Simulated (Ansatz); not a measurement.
Geometry optimisation, Ansatz 0.2.0, RKS PBE0-D4/def2-SVP.

Input:

```yaml
crystal:
  periodic: [false, false, false]
  atoms:
    - { symbol: C, position_ang: [-1.2445, 0.7382, -0.1655] }
    - { symbol: Si, position_ang: [0.0991, 0.4277, 1.0099] }
    - { symbol: Ga, position_ang: [1.0457, 0.1367, 0.6523] }
    - { symbol: P, position_ang: [1.603, -1.5961, -1.1796] }
    - { symbol: H, position_ang: [-1.5021, -0.1316, -0.7969] }
    - { symbol: H, position_ang: [-1.0025, 1.6305, -0.8528] }
    - { symbol: H, position_ang: [-2.1739, 1.0703, 0.397] }
    - { symbol: H, position_ang: [-0.2284, -0.6812, 1.8705] }
    - { symbol: H, position_ang: [0.3606, 1.639, 1.8762] }
    - { symbol: H, position_ang: [2.97998, -1.61978, -0.92785] }
    - { symbol: H, position_ang: [0.8293, -0.8429, -2.1807] }
    - { symbol: H, position_ang: [0.3777, -2.3935, -0.829] }
basis:
  gaussian: { orbitals: def2-SVP }
hamiltonian:
  xc: pbe0
  dispersion: d4
relax:
  f_tol: 0.02
  max_steps: 50
```

Launched with:

```bash
$ ansatz run input.yaml --threads 2 --pin off --max-ram 3072MiB --backend cpu --events-out ev --progress --plain --runs-dir out
```

Where does it end, and by what steps?

The forces met the threshold. The force dipped under the threshold on the way, but the program's further checks kept it going. After 26 steps the energy has fallen by 68.994 eV; Ga3 moved furthest, 1.47 Å. The start is strongly strained (largest force component 223 eV/Å).

```
step  energy less start (eV)  largest force component (eV/Å)  accepted
   0                  0.0000                         223.233       yes
   1                -47.4833                          57.586       yes
   2                -58.4554                          27.099       yes
   3                -63.6740                          10.950       yes
   4                -65.8120                           4.636       yes
   5                -67.1019                           2.554       yes
   6                -68.0600                           1.384       yes
   7                -68.6165                           0.682       yes
   8                -68.8536                           0.348       yes
   9                -68.8966                           0.502       yes
  10                -68.9190                           0.463       yes
  11                -68.9545                           0.175       yes
  12                -68.9617                           0.113       yes
  13                -68.9701                           0.086       yes
  14                -68.9747                           0.083       yes
  15                -68.9760                           0.061       yes
  16                -68.9771                           0.040       yes
  17                -68.9784                           0.072       yes
  18                -68.9803                           0.139       yes
  19                -68.9824                           0.135       yes
  20                -68.9855                           0.155       yes
  21                -68.9886                           0.171       yes
  22                -68.9916                           0.088       yes
  23                -68.9931                           0.050       yes
  24                -68.9936                           0.022       yes
  25                -68.9939                           0.014       yes
  26                -68.9940                           0.008       yes
```

```xyz
12
Properties=species:S:1:pos:R:3
C -1.285 0.839 -0.215
Si -0.073 0.542 1.230
Ga 2.466 0.505 0.695
P 1.562 -1.494 -0.936
H -1.264 0.013 -0.944
H -1.033 1.766 -0.754
H -2.319 0.935 0.151
H -0.503 -0.741 1.905
H -0.361 1.615 2.249
H 2.395 -2.448 -1.588
H 1.141 -0.820 -2.117
H 0.418 -2.335 -0.802
```

Run time: 2.1 min on 2 threads of Arm Neoverse V1, on a shared host, peak memory 0.33 GiB.
